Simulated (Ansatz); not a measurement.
Ansatz (a quantum-chemistry and plane-wave program) job for Ge(H)(NMe2) (C2H7GeN), SMILES C[N](C)[GeH] (connectivity only; charge and spin as stated), neutral, multiplicity 1, PBE0-D3(BJ)/def2-SVP. 

Ansatz 0.2 input:
```yaml
crystal:
  periodic: [false, false, false]
  atoms:
    - {symbol: Ge, position_ang: [0.03230048, -1.04899857, 0.00000000]}
    - {symbol: H, position_ang: [-1.59355467, -1.15949279, 0.00000000]}
    - {symbol: N, position_ang: [-0.01895925, 0.75537681, -0.00000001]}
    - {symbol: C, position_ang: [1.22452810, 1.49111390, 0.00000000]}
    - {symbol: C, position_ang: [-1.15825564, 1.63846920, 0.00000000]}
    - {symbol: H, position_ang: [1.30349320, 2.13056849, -0.88644362]}
    - {symbol: H, position_ang: [1.30349321, 2.13056848, 0.88644363]}
    - {symbol: H, position_ang: [2.06253307, 0.79290300, -0.00000000]}
    - {symbol: H, position_ang: [-1.15346007, 2.28291942, 0.88622336]}
    - {symbol: H, position_ang: [-1.15346006, 2.28291942, -0.88622336]}
    - {symbol: H, position_ang: [-2.06757993, 1.04243202, 0.00000000]}
basis:
  gaussian:
    orbitals: def2-SVP
hamiltonian:
  xc: pbe0
  dispersion: d3bj
relax: {f_tol: 0.002, max_steps: 200}
```

It prints:

```
WARN ansatz: RAYON_NUM_THREADS=1 ignored (pool sized by the plan → 1); use --threads N
Functional definition: PBE0
integrals: 0.07 GiB planned
1219 factors; integrals over basis functions are off by at most 4.1e-4 eV
mean field: 0.52 GiB planned
mean field evaluation 1: about -60167.8631 eV, gradient 5.2e1 eV
mean field evaluation 2: about -60144.6365 eV, gradient 1.0e2 eV
mean field evaluation 4: about -60174.4414 eV, gradient 4.5e0 eV
mean field evaluation 8: about -60174.5134 eV, gradient 7.9e-2 eV
mean field evaluation 16: about -60174.5134 eV, gradient 1.8e-5 eV
mean field -60174.51336431 eV, -2211.3725783884 hartree, gradient 1.8e-5 eV, S^2 0.000000; 0 other end points of the search recorded, 0 dependent functions left out
the calculation of the forces begins
reference -60174.51339032 eV, -2211.3725793443 hartree; 29, 29 occupied and 80, 80 virtual orbitals, 1219 factors
relax step   1: F+E_penalty+E_count = -60174.71768205 eV  Δ(F+E_penalty+E_count) = +0.000e0 eV  max|allowed force component| = 6.371e-1 eV/Å  Δτ_max = 0.0000 Å  (27 SCF iters, accepted)
these checks for a lower state are left out or cut short: starts, cluster_reference, orbital_swaps, neighbouring_geometries, increment
integrals: 0.07 GiB planned
1219 factors; integrals over basis functions are off by at most 3.8e-4 eV
mean field: 0.52 GiB planned
mean field -60174.54067271 eV, -2211.3735819533 hartree, gradient 7.2e-5 eV, S^2 0.000000; 0 other end points of the search recorded, 0 dependent functions left out
the calculation of the forces begins
reference -60174.54069891 eV, -2211.3735829163 hartree; 29, 29 occupied and 80, 80 virtual orbitals, 1219 factors
relax step   2: F+E_penalty+E_count = -60174.74371742 eV  Δ(F+E_penalty+E_count) = -2.604e-2 eV  max|allowed force component| = 3.036e-1 eV/Å  Δτ_max = 0.0469 Å  (27 SCF iters, accepted)
these checks for a lower state are left out or cut short: starts, cluster_reference, orbital_swaps, neighbouring_geometries, increment
integrals: 0.07 GiB planned
1219 factors; integrals over basis functions are off by at most 3.6e-4 eV
mean field: 0.52 GiB planned
mean field -60174.54516046 eV, -2211.3737468751 hartree, gradient 7.1e-5 eV, S^2 0.000000; 0 other end points of the search recorded, 0 dependent functions left out
the calculation of the forces begins
reference -60174.54518659 eV, -2211.3737478354 hartree; 29, 29 occupied and 80, 80 virtual orbitals, 1219 factors
relax step   3: F+E_penalty+E_count = -60174.74803970 eV  Δ(F+E_penalty+E_count) = -4.322e-3 eV  max|allowed force component| = 1.079e-1 eV/Å  Δτ_max = 0.0260 Å  (28 SCF iters, accepted)
these checks for a lower state are left out or cut short: starts, cluster_reference, orbital_swaps, neighbouring_geometries, increment
integrals: 0.07 GiB planned
1219 factors; integrals over basis functions are off by at most 3.6e-4 eV
mean field: 0.52 GiB planned
mean field evaluation 32: about -60174.5456 eV, gradient 1.9e-4 eV
mean field -60174.54560026 eV, -2211.3737630376 hartree, gradient 8.4e-6 eV, S^2 0.000000; 0 other end points of the search recorded, 0 dependent functions left out
the calculation of the forces begins
reference -60174.54562637 eV, -2211.3737639972 hartree; 29, 29 occupied and 80, 80 virtual orbitals, 1219 factors
relax step   4: F+E_penalty+E_count = -60174.74845933 eV  Δ(F+E_penalty+E_count) = -4.196e-4 eV  max|allowed force component| = 3.956e-2 eV/Å  Δτ_max = 0.0060 Å  (25 SCF iters, accepted)
these checks for a lower state are left out or cut short: starts, cluster_reference, orbital_swaps, neighbouring_geometries, increment
integrals: 0.07 GiB planned
1219 factors; integrals over basis functions are off by at most 3.6e-4 eV
mean field: 0.52 GiB planned
mean field -60174.54565072 eV, -2211.3737648921 hartree, gradient 1.9e-5 eV, S^2 0.000000; 0 other end points of the search recorded, 0 dependent functions left out
the calculation of the forces begins
reference -60174.54567682 eV, -2211.3737658512 hartree; 29, 29 occupied and 80, 80 virtual orbitals, 1219 factors
relax step   5: F+E_penalty+E_count = -60174.74856869 eV  Δ(F+E_penalty+E_count) = -1.094e-4 eV  max|allowed force component| = 1.789e-2 eV/Å  Δτ_max = 0.0058 Å  (24 SCF iters, accepted)
these checks for a lower state are left out or cut short: starts, cluster_reference, orbital_swaps, neighbouring_geometries, increment
integrals: 0.07 GiB planned
1219 factors; integrals over basis functions are off by at most 3.6e-4 eV
mean field: 0.52 GiB planned
mean field -60174.54566251 eV, -2211.3737653251 hartree, gradient 2.7e-5 eV, S^2 0.000000; 0 other end points of the search recorded, 0 dependent functions left out
the calculation of the forces begins
reference -60174.54568860 eV, -2211.3737662842 hartree; 29, 29 occupied and 80, 80 virtual orbitals, 1219 factors
relax step   6: F+E_penalty+E_count = -60174.74857495 eV  Δ(F+E_penalty+E_count) = -6.264e-6 eV  max|allowed force component| = 3.875e-3 eV/Å  Δτ_max = 0.0007 Å  (20 SCF iters, accepted)
these checks for a lower state are left out or cut short: starts, cluster_reference, orbital_swaps, neighbouring_geometries, increment
integrals: 0.07 GiB planned
1219 factors; integrals over basis functions are off by at most 3.6e-4 eV
mean field: 0.52 GiB planned
mean field -60174.54566298 eV, -2211.3737653425 hartree, gradient 8.9e-6 eV, S^2 0.000000; 0 other end points of the search recorded, 0 dependent functions left out
the calculation of the forces begins
reference -60174.54568908 eV, -2211.3737663016 hartree; 29, 29 occupied and 80, 80 virtual orbitals, 1219 factors
relax step   7: F+E_penalty+E_count = -60174.74857523 eV  Δ(F+E_penalty+E_count) = -2.763e-7 eV  max|allowed force component| = 1.145e-4 eV/Å  Δτ_max = 0.0001 Å  (19 SCF iters, accepted)
integrals: 0.07 GiB planned
1219 factors; integrals over basis functions are off by at most 3.6e-4 eV
mean field: 0.52 GiB planned
mean field evaluation 64: about -60174.5457 eV, gradient 2.3e-2 eV
mean field -60174.54566298 eV, -2211.3737653425 hartree, gradient 8.9e-6 eV, S^2 0.000000; 1 other end points of the search recorded, 0 dependent functions left out
the calculation of the forces begins
reference -60174.54568908 eV, -2211.3737663016 hartree; 29, 29 occupied and 80, 80 virtual orbitals, 1219 factors
Total energy: -60174.74860133 eV, -2211.3812231892 hartree
Atom 0 at     0.005067    -1.066729    -0.000000 Å, force     0.000004     0.000023    -0.000000 eV/Å
Atom 1 at    -1.593874    -1.171006    -0.000000 Å, force    -0.000025    -0.000002     0.000000 eV/Å
Atom 2 at    -0.011274     0.762506    -0.000000 Å, force     0.000018     0.000027    -0.000000 eV/Å
Atom 3 at     1.237025     1.490303     0.000000 Å, force     0.000089     0.000114    -0.000000 eV/Å
Atom 4 at    -1.165006     1.629643     0.000000 Å, force    -0.000011     0.000101    -0.000000 eV/Å
Atom 5 at     1.324792     2.141607    -0.890011 Å, force    -0.000012    -0.000048     0.000011 eV/Å
Atom 6 at     1.324792     2.141607     0.890011 Å, force    -0.000012    -0.000048    -0.000011 eV/Å
Atom 7 at     2.089496     0.795213     0.000000 Å, force    -0.000013    -0.000031    -0.000000 eV/Å
Atom 8 at    -1.170280     2.288492     0.889279 Å, force     0.000005    -0.000031    -0.000018 eV/Å
Atom 9 at    -1.170280     2.288492    -0.889279 Å, force     0.000005    -0.000031     0.000018 eV/Å
Atom 10 at    -2.089380     1.038652     0.000000 Å, force    -0.000047    -0.000074    -0.000000 eV/Å
Dipole moment:     0.003696     0.386653    -0.000000 e Å
```

The run converged.

Cost: roughly 40 core-seconds.
